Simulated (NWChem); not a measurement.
System: NbCl$_{4}$ cation; SMILES [Cl][Nb+]([Cl])([Cl])[Cl]

All runs: NWChem. Coordinates come from a PBE0/def2-SVP optimisation. The spin multiplicity was typed, not searched, and may not be the lowest. def2 effective core potentials on Nb; no spin-orbit coupling.

Q: Predict the results for PBE/def2-SVP. Quantities: highest occupied level (eV); orbital gap (eV).

A: 
```
Property                     Result
---------------------------  ------
highest occupied level (eV)  -13.87
orbital gap (eV)               3.92
```
